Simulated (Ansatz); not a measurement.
One change: `[SiH3][C]1=[CH][GeH2]1` becomes `C[C]1=[CH][GeH2]1`.

Ansatz, PBE0-D4/def2-TZVP geometries, multiplicity 1. 

Scalar relativity is left out up to krypton.

```
                                        property  `[SiH3][C]1=[CH][GeH2]1`
           HOMO–LUMO gap (B3LYP/def2-TZVPP) / eV                      5.65
size of the dipole moment (B3LYP/def2-TZVPP) / D                      0.50
             LUMO energy (B3LYP/def2-TZVPP) / eV                     -0.89
               HOMO energy (PBE/def2-TZVPP) / eV                     -5.72
             HOMO–LUMO gap (PBE/def2-TZVPP) / eV                      4.00
              LUMO energy (PBE0/def2-TZVPP) / eV                     -0.70
```

(1) What does the change do to each property? (An estimate is asked.)

Answers

(1) The calculation gave: 
| property | `C[C]1=[CH][GeH2]1` | shift |
| --- | --- | --- |
| HOMO–LUMO gap (B3LYP/def2-TZVPP) / eV | 6.60 | 0.95 |
| size of the dipole moment (B3LYP/def2-TZVPP) / D | 0.79 | 0.29 |
| LUMO energy (B3LYP/def2-TZVPP) / eV | 0.05 | 0.94 |
| HOMO energy (PBE/def2-TZVPP) / eV | -5.68 | 0.04 |
| HOMO–LUMO gap (PBE/def2-TZVPP) / eV | 4.89 | 0.89 |
| LUMO energy (PBE0/def2-TZVPP) / eV | 0.28 | 0.98 |

Dipoles are sizes alone; their direction can turn.

B3LYP here is the variant with VWN-RPA as its local correlation; programs differ in this.
